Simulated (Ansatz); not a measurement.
The same molecule with X = N, As, Sb. Ansatz, PBE0-D4/def2-TZVP geometries, multiplicity 1.

Elements past krypton have def2 core potentials. Scalar relativity is left out up to krypton.

| X | molecule | mean X–H bond length / Å | mean X–Si bond length / Å | LUMO energy (B3LYP/def2-TZVPP) / eV | size of the dipole moment (PBE/def2-TZVPP) / D | HOMO energy (PBE/def2-TZVPP) / eV |
| --- | --- | --- | --- | --- | --- | --- |
| As | `[SiH3][AsH2]` | 1.523 | 2.365 | -0.04 | 0.32 | -6.50 |
| Sb | `[SiH3][SbH2]` | 1.709 | 2.574 | -0.69 | 0.23 | -6.29 |

Q: Give the row for X = N, `N[SiH3]`. (An estimate is asked.)

A: Computed: 
```csv
X,molecule,mean X–H bond length / Å,mean X–Si bond length / Å,LUMO energy (B3LYP/def2-TZVPP) / eV,size of the dipole moment (PBE/def2-TZVPP) / D,HOMO energy (PBE/def2-TZVPP) / eV
N,`N[SiH3]`,1.007,1.720,0.05,1.36,-6.00
```

From N to Sb the mean X–H bond length rises at each step, by 0.702 Å in all; the mean X–Si bond length rises at each step, by 0.854 Å in all; the LUMO energy (B3LYP/def2-TZVPP) falls at each step, by 0.74 eV in all; the HOMO energy (PBE/def2-TZVPP) isn't monotonic: highest at N, lowest at As. Bonds lengthen as the atom grows down the group. Dipoles are sizes alone, and their direction can turn along the series.

B3LYP here is the variant with VWN-RPA as its local correlation; programs differ in this.

Spin–orbit coupling is left out; it splits and shifts lone-pair levels of the heavy atoms by tenths of an eV.
